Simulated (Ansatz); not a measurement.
## Worked example: C2H4Sn + Ga(SH)2 → C2H3Sn + GaH(SH)2

Species: C2H4Sn `C#[C][SnH3]`, singlet; Ga(SH)2, doublet; C2H3Sn `C#[C][SnH2]`, doublet; GaH(SH)2, singlet. A radical takes H: the energy is the difference in strength between the Sn–H bond broken and the Ga–H bond made.

Shapes, held fixed at every level: PBE0-D4/def2-TZVP. Flexible molecules stand in one conformer, not always the lowest. Programs: Ansatz 0.2.0. Electronic energies: no zero-point or thermal term.

At CCSD(T)/def2-TZVPP; 1 Eh = 2625.50 kJ/mol:

```
 species   energy (Eh)
  C2H4Sn   -292.037600
 Ga(SH)2  -2720.173850
  C2H3Sn   -291.410495
GaH(SH)2  -2720.806140
```

Question: Work out ΔE of the reaction at this level.

Answer: 
1. Products less reactants: (-291.410495) + (-2720.806140) − [(-292.037600) + (-2720.173850)] = -0.005185 Eh = -13.6 kJ/mol.

Other levels give -14.7 (CCSD/def2-TZVPP) to -9.6 kJ/mol (MP2/def2-TZVPP). No measured value is set beside it here. Open shells run unrestricted. For atoms past krypton def2 sets carry core potentials with scalar relativity. Relativity is left out for Ga. Outer-core shells of Ga, Sn are correlated in most correlated rows, in sets that cover them unevenly.
